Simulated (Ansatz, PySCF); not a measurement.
Input for Ansatz (a program for electronic structure):
Ansatz 0.2 input:
```yaml
crystal:
  periodic: [false, false, false]
  atoms:
    - {symbol: C, position_ang: [1.83368911, 1.32590130, 1.25307864]}
    - {symbol: C, position_ang: [1.63826102, -0.13729760, 0.89190313]}
    - {symbol: C, position_ang: [2.89800623, -0.79551783, 0.36524781]}
    - {symbol: Te, position_ang: [0.02843086, -0.33011169, -0.62347410]}
    - {symbol: C, position_ang: [-1.65886453, 0.41205037, 0.61610390]}
    - {symbol: C, position_ang: [-2.11410528, 1.75179671, 0.06032313]}
    - {symbol: C, position_ang: [-2.75917779, -0.63483862, 0.58925430]}
    - {symbol: H, position_ang: [2.20561715, 1.89482901, 0.40329379]}
    - {symbol: H, position_ang: [2.57844765, 1.38400822, 2.04600777]}
    - {symbol: H, position_ang: [0.92030117, 1.78961560, 1.62285358]}
    - {symbol: H, position_ang: [1.24061892, -0.69106810, 1.75010566]}
    - {symbol: H, position_ang: [2.72693370, -1.83670276, 0.09350731]}
    - {symbol: H, position_ang: [3.65830295, -0.77437771, 1.14489820]}
    - {symbol: H, position_ang: [3.29452536, -0.26345767, -0.49849146]}
    - {symbol: H, position_ang: [-1.24936100, 0.52268408, 1.62430346]}
    - {symbol: H, position_ang: [-1.31290516, 2.48933749, 0.06504101]}
    - {symbol: H, position_ang: [-2.49795881, 1.65146913, -0.95372835]}
    - {symbol: H, position_ang: [-2.92266464, 2.12785041, 0.68686163]}
    - {symbol: H, position_ang: [-2.41812656, -1.59067962, 0.98394124]}
    - {symbol: H, position_ang: [-3.14720695, -0.78262373, -0.41776715]}
    - {symbol: H, position_ang: [-3.58178097, -0.28764253, 1.21436125]}
basis:
  gaussian:
    orbitals: STO-3G
hamiltonian:
  xc: pbe0
total_charge: 1
magnetization: {spin_polarized: true, initial_magnetization: 1}
accuracy: high
```

Q: Give the equivalent PySCF input.

A: This is not unique; one that fits is 
```python
from pyscf import gto, scf, dft

mol = gto.Mole()
mol.atom = '''
    C     1.833689    1.325901    1.253079
    C     1.638261   -0.137298    0.891903
    C     2.898006   -0.795518    0.365248
    Te    0.028431   -0.330112   -0.623474
    C    -1.658865    0.412050    0.616104
    C    -2.114105    1.751797    0.060323
    C    -2.759178   -0.634839    0.589254
    H     2.205617    1.894829    0.403294
    H     2.578448    1.384008    2.046008
    H     0.920301    1.789616    1.622854
    H     1.240619   -0.691068    1.750106
    H     2.726934   -1.836703    0.093507
    H     3.658303   -0.774378    1.144898
    H     3.294525   -0.263458   -0.498491
    H    -1.249361    0.522684    1.624303
    H    -1.312905    2.489337    0.065041
    H    -2.497959    1.651469   -0.953728
    H    -2.922665    2.127850    0.686862
    H    -2.418127   -1.590680    0.983941
    H    -3.147207   -0.782624   -0.417767
    H    -3.581781   -0.287643    1.214361
'''
mol.basis = 'sto-3g'
mol.charge = 1
mol.spin = 1
mol.verbose = 4
mol.build()

mf = dft.UKS(mol)
mf.xc = 'pbe0'
mf.grids.atom_grid = (99, 590)
mf.grids.prune = None
mf.kernel()
```

Both were run: Ansatz gave -6782.750167 Eh and PySCF -6782.750165 Eh, 0.001 mEh apart.
